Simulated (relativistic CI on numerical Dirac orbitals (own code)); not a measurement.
## Ti4+ in a cubic cluster: L2,3 absorption with charge transfer

Computed with a charge-transfer multiplet model of a cubic metal-ligand cluster with up to 2 ligand holes, Slater and spin-orbit integrals from Dirac-Coulomb-Breit ions, Slater integrals scaled by 0.7. The parameters are those of a tetrahedral site (10Dq negative, t2 hopping the larger). The ground state mixes d0 with configurations of k ligand holes L, whose averages lie at kΔ + k(k − 1)U_dd/2; a core hole lowers each added d electron by U_cd. 300 K, Lorentzian 0.4 eV and Gaussian 0.3 eV FWHM.

Atomic integrals in eV (Slater integrals scaled, ζ unscaled), ground: F2dd 5.756, F4dd 3.579, zeta_d 0.013; with the core hole: F2dd 5.756, F4dd 3.579, zeta_d 0.032, zeta_core 3.741, F2cd 4.433, G1cd 3.312, G3cd 1.881. Where a configuration has fewer than two d electrons, the dd integrals are those of d2.

Cluster parameters (eV): U_dd = 5.1, U_cd = 5.7, 10Dq = -0.25, 10Dq(ligand) = 0, V(eg) = 0.82, V(t2g) = -1.4, final-state hopping factor = 0.9.

Weights, n_d and S are thermal averages at 300 K. Photon energies count from the first peak over 30 % of the highest in each spectrum, which can be another peak from case to case. The parameters are a model scan and need not match a compound or its usual spin state. Peaks in eV (height, largest 100): 0.0 (70), 1.6 (5), 2.2 (6), 5.5 (100).

Task: Which parameters give this spectrum?
A. Δ = 4.8 eV
B. Δ = 1.8 eV
C. Δ = 2.8 eV

Result: C. Δ = 2.8 eV; the ground state then has 0.52 d electrons and S = 0.00. The choice follows from running the model for each set and comparing peak positions and heights.
